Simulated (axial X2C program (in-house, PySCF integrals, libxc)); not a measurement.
**Spectroscopic constants of TeP**

All values were computed with an axial X2C code built on PySCF integrals. Spin-free means the one-electron spin-free X2C Hamiltonian; two-component (2c) means X2C with spin–orbit coupling and atomic mean-field two-electron Coulomb and Gaunt terms, so the difference of the two also holds small scalar two-electron terms. Basis: Te dyall-cv3z [11s12p8d4f1g], P dyall-v3z [8s7p2d1f] (cores contracted in-house); Gaussian nuclei, density fitting, unrestricted open shells. Masses: Te 129.906 u, P 30.974 u.

Input:
```json
{"zs": [52, 15], "q": 0, "bas": ["dyall-cv3z", "dyall-v3z"], "levels": ["PBE0", "HF", "BLYP"], "cc": true, "r0": 2.3, "thr": -2.0, "nmax": 110, "npts": 10, "nst": 2, "ntry": 8}
```
```bash
python so2c.py task.json out
```

Keys: zs atomic numbers; q charge; bas basis sets; levels methods; cc coupled cluster on or off; r0 starting distance in Å; thr threshold in hartree for freezing inner shells (an s shell follows its p shell); nmax most natural virtual spinors; npts points on the curve; nst determinants followed; ntry starts of the search. HF also brings MP2.

State, spin-free: M_S = 1/2, Λ = 1 (beyond evenly filled blocks: π+α); electrons by block: σα: 15, σβ: 15, π+α: 8, π+β: 7, π-α: 7, π-β: 7, δ+α: 2, δ+β: 2, δ-α: 2, δ-β: 2. Fragments: Te + P.

State, 2c: Ω = 1/2 (⟨Sz⟩ = -0.50, ⟨Lz⟩ = 1.00 at HF); electrons by block: 1/2: 23, -1/2: 22, 3/2: 9, -3/2: 9, 5/2: 2, -5/2: 2. Fragments: Te + P.

```json
{"Hamiltonian": "spin-free", "level": "PBE0", "Re (Å)": "2.236", "ωe (cm⁻¹)": "489.3", "Be (cm⁻¹)": "0.1348", "De (eV)": "3.08", "k (mdyn/Å)": "3.53", "μ (D)": "-0.54"}
{"Hamiltonian": "spin-free", "level": "BLYP", "Re (Å)": "2.287", "ωe (cm⁻¹)": "442.7", "Be (cm⁻¹)": "0.1288", "De (eV)": "3.44", "k (mdyn/Å)": "2.89", "μ (D)": "-0.59"}
{"Hamiltonian": "2c", "level": "HF", "Re (Å)": "2.369", "ωe (cm⁻¹)": "346.0", "Be (cm⁻¹)": "0.1201", "De (eV)": "n/a", "k (mdyn/Å)": "1.76", "μ (D)": "-0.16"}
```

Dipoles are positive if P is the positive end.

The state is a single determinant with fixed occupations, the lowest that a limited PBE0 search found. De is counted from the lowest determinant-based energies of the atoms at the same level, without counterpoise correction. De is not given where an atomic determinant may have missed its ground term or J level, or where the truncated virtual space spoils (T). Without a current term, density functionals place determinants with orbital angular momentum somewhat too high. The determinant is spin-polarised beyond a pure state at some levels (its spin-free form has ⟨S²⟩ too high), which makes Re and μ there less reliable.

No reliable constants came from BLYP (2c), CCSD (2c), CCSD (spin-free), CCSD(T) (2c), CCSD(T) (spin-free), HF (spin-free), MP2 (2c), MP2 (spin-free), PBE0 (2c): no minimum in range, unconverged points, a curve that is not smooth, a change of character along it, or the two Hamiltonians disagreeing along it.

Rough cost a point (2c) on 1 thread(s) of a shared host, integrals apart: HF 0.8 s.

The whole task took 16 min on 1 thread of Intel(R) Xeon(R) Platinum 8488C (Sapphire Rapids) (shared host).
